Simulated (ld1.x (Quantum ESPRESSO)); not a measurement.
Configuration tests for Yb (TM semilocal)

```json
{
 "Element": "Yb",
 "Generator": "ld1.x (Quantum ESPRESSO) 7.5",
 "Type": "norm-conserving Troullier–Martins (semilocal form)",
 "Functional": "PW91",
 "Relativity": "scalar-relativistic",
 "Frozen core": "[Kr] 4d10",
 "Valence charge": "24",
 "Reference configuration": "4f13 5s2 5p6 5d1 6s2 6p0",
 "Partial waves": "5s (bound): rc 2.05 bohr; 5d (bound): rc 3.25 bohr; 4f (bound): rc 1.15 bohr; 5p (bound): rc 1.30 bohr",
 "Local potential": "the p channel",
 "Core correction": "a·sin(br)/r model core inside 1.20 bohr"
}
```

Occupied shells without a wave of their own: 6s. They enter only through the test configuration that unscreens the potential, and ld1.x also counts them in the model core charge.

Energies are relative to the spin-unpolarised reference configuration 4f13 5s2 5p6 5d1 6s2 6p0; without spin polarisation the order of configurations can differ from experiment.

ld1.x takes every shell without a wave as core, so the model core holds the 6s electrons as well and exchange and correlation see them twice. This cancels in the reference configuration, but the file is broken for other ones, and its errors say nothing about a proper core correction.

```
   valence configuration  charge  ΔE all-electron (eV)  error AE − PS (meV)
4f14 5s2 5p6 5d0 6s2 6p0       0                -5.048                 -239
4f14 5s2 5p6 5d0 6s1 6p0      +1                 1.522                -2013
4f14 5s2 5p6 5d0 6s0 6p0      +2                13.805                -5117
4f14 5s2 5p5 5d0 6s2 6p0      +1                28.009                 -355
4f14 5s2 5p6 5d1 6s1 6p0       0                -1.794                -1379
4f12 5s2 5p6 5d0 6s0 6p0      +4                87.006               -11155
4f14 5s2 5p6 5d0 6s0 6p1      +1                 5.316               -13295
```

Levels in the configuration 4f14 5s2 5p6 5d0 6s0 6p1:

| level | all-electron (eV) | pseudo (eV) |
| --- | --- | --- |
| 4f | -11.310 | -20.364 |
| 5s | -63.365 | -71.907 |
| 5p | -35.814 | -44.584 |
| 6p | -6.319 | -0.310 |

These tests converged, but a pseudo level misses the all-electron one widely, so the file describes the atom poorly there or has found another state: 4f14 5s2 5p6 5d0 6s2 6p0: 6s by 1.2 eV; 4f14 5s2 5p6 5d0 6s1 6p0: 6s by 2.4 eV; 4f14 5s2 5p6 5d0 6s0 6p0: 4f by 2.6 eV; 4f14 5s2 5p5 5d0 6s2 6p0: 6s by 2.2 eV; 4f14 5s2 5p6 5d1 6s1 6p0: 6s by 1.4 eV; 4f12 5s2 5p6 5d0 6s0 6p0: empty 6s by 8.5 eV (a node warning on the way); 4f14 5s2 5p6 5d0 6s0 6p1: 4f by 9.1 eV (a node warning on the way). ld1.x printed “convergence not achieved” for 7 of the counted tests; their residual had stalled under 1e-8, short of the target of 1e-14.

Note: ghost states, extra bound levels that the all-electron valence spectrum of the same l lacks: s at -59.0 eV, f at -9.3 eV; the semilocal form is local in each channel, so this says nothing of the separable form that plane-wave codes build from it. A true bound ghost makes a file unfit for plane-wave use. The potential misses its own reference levels by up to 1.6 eV, so it is not fit for use.
